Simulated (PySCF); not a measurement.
PySCF job for tellurium hexafluoride (F6Te), SMILES F[Te](F)(F)(F)(F)F, IEF-PCM-M06-2X/def2-SVP. Coordinates come from a r2SCAN-D4/def2-SVP optimisation. The def2 effective core potentials stand for the cores of Te; spin–orbit coupling is left out.

```python
import numpy as np
from pyscf import gto, scf, dft
from pyscf.solvent import pcm

mol = gto.M(
    atom='''
    F     0.00000000   -1.88543664    0.00000000
    Te    0.00000000    0.00000000    0.00000000
    F     0.00000000    0.00000000   -1.88543664
    F     1.88543664    0.00000000    0.00000000
    F    -1.88543664    0.00000000    0.00000000
    F     0.00000000    1.88543664    0.00000000
    F     0.00000000    0.00000000    1.88543664
    ''',
    basis='def2-SVP',
    ecp={'Te': 'def2-svp'},
    charge=0,
    spin=0,
    max_memory=1600,
    verbose=3,
)
mf = dft.RKS(mol, xc='m06-2x').density_fit(auxbasis='def2-universal-jkfit')
mf.grids.level = 4
mf.conv_tol = 1e-9
mf.max_cycle = 100
mf.kernel()
res = {}
for name, eps in {'water': 78.355, 'ethanol': 24.852, 'dichloromethane': 8.93}.items():
    s = mf.PCM()
    s.with_solvent.method, s.with_solvent.eps, s.with_solvent.lebedev_order = 'IEF-PCM', eps, 29
    s.kernel(mf.make_rdm1())
    res[name] = (s.e_tot, eps, s.dip_moment(), s.mo_energy, s.converged)
    print(f'{name}: electrostatic solvation free energy {(s.e_tot - mf.e_tot) * 627.509474:.3f} kcal/mol')
```

Output:

```
converged SCF energy = -866.261594687394

WARN: PCM is an experimental feature. It is still in testing.
Features and APIs may be changed in the future.

converged SCF energy = -866.265346314557
Dipole moment(X, Y, Z, Debye):  0.00000,  0.00000, -0.00000
water: electrostatic solvation free energy -2.354 kcal/mol

WARN: PCM is an experimental feature. It is still in testing.
Features and APIs may be changed in the future.

converged SCF energy = -866.265156984461
Dipole moment(X, Y, Z, Debye):  0.00000,  0.00000,  0.00000
ethanol: electrostatic solvation free energy -2.235 kcal/mol

WARN: PCM is an experimental feature. It is still in testing.
Features and APIs may be changed in the future.

converged SCF energy = -866.264700450767
Dipole moment(X, Y, Z, Debye): -0.00000,  0.00000, -0.00000
dichloromethane: electrostatic solvation free energy -1.949 kcal/mol
```

The calculation finished and met its thresholds.
